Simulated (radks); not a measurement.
Results of a calculation; reference values are marked as such.
Q: Species: the cerium ion Ce10+. Configuration: [Kr] 4d10 5s2. Level of theory: scalar-relativistic Kohn-Sham, exchange-only LDA, spin-polarised, spherical densities, point nucleus (a radial shooting solver on a logarithmic mesh with Libxc functionals). Some entries of the table are withheld. Estimate them.

orbital  occ.  eigenvalue (hartree)  <r> (bohr)
1s          2             -1484.025     0.02459
2s          2             -242.3322      0.1053
2p          6             -217.7237         (1)
3s          2             -56.53129      0.2789
3p          6             -48.70307      0.2769
3d         10             -37.55438      0.2536
4s          2                   (2)      0.6327
4p          6             -13.11978         (3)
4d         10              -9.38795      0.7245
5s          2              -6.14212       1.332
5p          0                   (4)       1.442
6s          0              -3.28558       2.348

A: 
(1) 2p <r> (bohr): 0.09239
(2) 4s eigenvalue (hartree): -15.70242
(3) 4p <r> (bohr): 0.6673
(4) 5p eigenvalue (hartree): -5.31366
